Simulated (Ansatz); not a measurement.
The cluster BeF2, relaxed as a quintet with UKS PBE0-D4/def2-TZVP in Ansatz, starting from the PBE0-D4/def2-TZVP geometry of the neutral singlet. Force threshold 0.02 eV/Å.

In the quintet geometry the species has come apart into loosely held pieces. At PBE0-D4/def2-TZVP a singlet of charge 0 lies 15.12 eV below the quintet, each at its own geometry. The structure comes from a short search, and lower isomers may exist.

Start:

```xyz
3

Be    0.000   -0.002   -0.003
F    -0.813    0.881   -0.679
F     0.812   -0.880    0.682
```

(1) Estimate the energy that the relaxation releases and the steps that it takes.

(2) Does the start keep its bonding and symmetry?

(3) Predict the relaxed structure.

Results:

(1) 374.4 kJ/mol, in 11 steps; 15 s on 4 threads of Intel Xeon Platinum 8488C on a shared host. The force fell under the threshold at step 8, but the optimiser went on. No frequencies were taken in this run, so the end may be a saddle point.

(2) Bonds lost: Be1–F2, Be1–F3 (atoms count from 1). The end holds 3 separate pieces. Point group D∞h at the start, C2v at the end, both within 0.05 Å.

(3) 
```xyz
3

Be    0.0606   -0.3654   -0.5454
F    -1.4938    1.7690   -0.9529
F     1.4331   -1.4036    1.4982
```
Bond lengths: .
